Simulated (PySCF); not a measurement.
A structure optimised at GFN2-xTB (Å):
```
atom  x, y, z in Å
C1    -2.701    0.041    0.330
C2    -1.821    0.019   -0.653
C3    -0.620   -0.878   -0.686
C4     0.633   -0.036   -0.807
O5     0.882    0.712   -1.715
O6     1.437   -0.228    0.244
C7     2.647    0.518    0.272
H8    -2.612   -0.607    1.187
H9    -3.552    0.699    0.314
H10   -1.916    0.677   -1.505
H11   -0.675   -1.516   -1.572
H12   -0.557   -1.494    0.210
H13    3.318   -0.004    0.950
H14    3.077    0.576   -0.730
H15    2.454    1.529    0.635
```

Neutral, closed shell.

Question: Read off the bonds between heavy atoms and their formal orders.

Answer: C1–C2 1.32 Å (double); C2–C3 1.50 Å (single); C3–C4 1.52 Å (single); C4–O5 1.20 Å (double); C4–O6 1.34 Å (single); O6–C7 1.42 Å (single). Bonds to hydrogen (Å): C1–H8 1.08; C1–H9 1.08; C2–H10 1.08; C3–H11 1.09; C3–H12 1.09; C7–H13 1.09; C7–H14 1.09; C7–H15 1.09.

Question: Give the structure as a SMILES string.

Answer: `C=CCC(=O)OC`, C5H8O2, methyl 3-butenoate. Among its features: ester and C=C double bond.

Question: What is the point group of this geometry?

Answer: C1 (no symmetry element, even within 0.4 Å).

Question: Classify the heavy atoms.

Answer: C1: terminal =CH2 carbon; C2: alkene CH carbon; C3: sp3 carbon next to a carbonyl; C4: ester carbonyl carbon; O5: ester carbonyl oxygen; O6: ester single-bonded oxygen; C7: methoxy carbon.

Question: What is the arrangement about C1?

Answer: It has 3 neighbours (C2, H8, H9) and is planar (angles 121.8°, 121.8° and 116.4°, sum 360.0°, 0.00 Å off the plane of its three neighbours).

Question: What is the arrangement about C4?

Answer: It has 3 neighbours (C3, O5, O6) and is planar (angles 125.3°, 124.0° and 110.7°, sum 360.0°, 0.00 Å off the plane of its three neighbours).

These are computed values.
